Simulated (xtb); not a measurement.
C2H5ClSi2, SMILES [SiH2]1[SiH2]C=C1Cl. All values are semi-empirical tight-binding results from xtb (GFN2-xTB unless named), good for trends rather than for accurate numbers. Coordinates come from a GFN2-xTB optimisation. This is a generated structure with no PubChem entry under its InChIKey; it may be hypothetical.

The point group as xtb finds it comes out as Cs. The orbital gap is 3.38 eV and the dipole moment is 2.55 D. The zero-point energy is 33.7 kcal/mol and the G − E(el) at 298.15 K (modified RRHO) is 14.1 kcal/mol. The static polarisability (D4 model) is 88.8 bohr³ and the solvation energy, GFN2-xTB/ALPB(water) comes out as -1.5 kcal/mol. The solvation energy, GFN2-xTB/ALPB(thf) is -5.0 kcal/mol.
